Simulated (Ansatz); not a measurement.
`C[SiH](F)F` → F₂ + `C[SiH]` at 500 K and 1 bar (silylene formation by 1,1-elimination).

Program: Ansatz. Geometries: PBE0-D4/def2-TZVP. ΔE: electronic, gas phase. CBS: MP2 limit from def2 TZ/QZ plus the TZ coupled-cluster correction, frozen cores. This one scheme is used for every species.

```json
{"species": "`C[SiH](F)F`", "CCSD(T)/CBS energy (Eh)": "-529.27654", "H − E (kJ/mol)": "171.3", "S (J/(mol·K))": "356.1"}
{"species": "F₂", "CCSD(T)/CBS energy (Eh)": "-199.39789", "H − E (kJ/mol)": "21.7", "S (J/(mol·K))": "218.2"}
{"species": "`C[SiH]`", "CCSD(T)/CBS energy (Eh)": "-329.46712", "H − E (kJ/mol)": "135.7", "S (J/(mol·K))": "295.1"}
```

H − E and S are ideal-gas, rigid-rotor, harmonic terms from PBE0-D4/def2-TZVP. 1 Eh = 2625.50 kJ/mol, R = 8.31446 J/(mol·K).

Q: By hand: ΔE, ΔH, ΔS and ΔG.

A: ΔE = (-199.39789) + (-329.46712) − (-529.27654) = 0.41153 Eh = 1080.5 kJ/mol. Δ(H − E) = 21.7 + 135.7 − 171.3 = -13.9, so ΔH = 1066.6 kJ/mol. ΔS = 218.2 + 295.1 − 356.1 = 157.2 J/(mol·K). ΔG = 1066.6 − 500 × (157.2)/1000 = 988.0 kJ/mol.

Q: By hand: the equilibrium constant, and the temperature at which ΔG would vanish if ΔH and ΔS stayed fixed.

A: log₁₀ K = −ΔG/(RT ln 10) = -103.2. ΔG = 0 at ΔH/ΔS = 6785 K, far beyond where these terms or the molecules hold.

The number of gas molecules changes by +1, which sets the sign of ΔS. A doubt of 5 kJ/mol in ΔE shifts log₁₀ K by 0.5 here. These are equilibria of isolated gas molecules and say nothing of rates. Largest T1 diagnostic: 0.012 (customary marks: 0.02 for closed shells, 0.045 for open ones).
